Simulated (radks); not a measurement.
Excited configurations of neutral gallium: one electron is placed in a higher orbital outside [Ar] 3d10 4s2. The ground configuration is [Ar] 3d10 4s2 4p1. Method: scalar-relativistic Kohn-Sham, r2SCAN, spin-polarised, spherical densities, finite nucleus; open shells are filled with parallel spins first; meta-GGA in the generalised Kohn-Sham scheme; Fermi nuclear charge, rms radius 3.9973 fm; computed with a radial shooting solver on a logarithmic mesh with Libxc functionals. Excitation = E - E(ground); binding = E(ion) - E, where the ion is the core of charge +1; n* = 1/sqrt(2 binding) in atomic units, and the quantum defect is n - n*.

outer orbital,excitation (eV),binding (eV),eigenvalue (eV),<r> (bohr)
4d,4.301,1.549,-0.682,9.951
5p,3.826,2.024,-1.197,9.623
6d,5.225,0.625,-0.386,31.55
7d,5.410,0.440,-0.287,46.95
7f,5.532,0.318,-0.207,65.17

The Delta-SCF ionisation energy is 5.850 eV (NIST Atomic Spectra Database: 5.999 eV, measured). Self-interaction in the functional shifts the binding energies and quantum defects, so they are the method's values and not measured ones. Open shells are spherical and high-spin; term and fine-structure splittings are not resolved.
